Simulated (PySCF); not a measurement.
CH7AlO2Si, SMILES [OH][Al]([SiH2]C)[OH]. Atoms are numbered in the order given.

```xyz
12

Si    -0.7486     1.3295     0.0000
C      0.6846     2.5613     0.0000
Al     0.0335    -0.9692     0.0000
O      1.7196    -1.2229     0.0000
O     -1.0979    -2.2418     0.0000
H     -1.6198     1.5685    -1.1989
H     -1.6198     1.5685     1.1989
H      1.3177     2.4173     0.8884
H      0.3161     3.5984     0.0000
H      1.3177     2.4173    -0.8884
H      2.2116    -2.0444     0.0000
H     -0.9603    -3.1891     0.0000
```

Geometry: PBE0-D3(BJ)/def2-SVP. The structure was generated by enumeration; whether it is a known compound was not checked. The values are those of a single conformer.

Method: TDDFT-PBE/def2-SVPD in PySCF 2.14.0.

Vertical excitations.  State labels are in the subgroup Cs.

| state | symmetry | energy (eV) | λ (nm) | f | main pairs |
|---|---|---|---|---|---|
| S1 | A' | 5.68 | 218 | 0.162 | HOMO→LUMO+1 96 % |
| S2 | A" | 5.87 | 211 | 0.043 | HOMO→LUMO 93 % |
| S3 | A" | 6.10 | 203 | 0.000 | HOMO−2→LUMO 97 % |
| S4 | A" | 6.17 | 201 | 0.000 | HOMO−1→LUMO+1 97 % |
| S5 | A' | 6.18 | 201 | 0.001 | HOMO−2→LUMO+1 60 %, HOMO−1→LUMO 38 % |
| S6 | A' | 6.29 | 197 | 0.025 | HOMO→LUMO+2 81 % |
| S7 | A" | 6.51 | 190 | 0.004 | HOMO−4→LUMO 89 % |
| S8 | A' | 6.55 | 189 | 0.054 | HOMO−4→LUMO+1 39 %, HOMO−1→LUMO 25 %, HOMO−2→LUMO+1 21 %, HOMO→LUMO+2 9 % |
| S9 | A" | 6.60 | 188 | 0.004 | HOMO−3→LUMO+1 86 % |
| S10 | A' | 6.61 | 187 | 0.064 | HOMO−4→LUMO+1 56 %, HOMO−1→LUMO 19 %, HOMO−2→LUMO+1 15 % |
| T1 | A" | 4.68 | 265 | 0 | HOMO→LUMO 99 % |
| T2 | A' | 5.18 | 239 | 0 | HOMO→LUMO+1 97 % |
| T3 | A' | 5.63 | 220 | 0 | HOMO→LUMO+2 92 % |
| T4 | A' | 5.81 | 213 | 0 | HOMO−1→LUMO 94 % |
Triplets are in the Tamm–Dancoff approximation, which puts them higher than full response would, so one can lie above its singlet here.
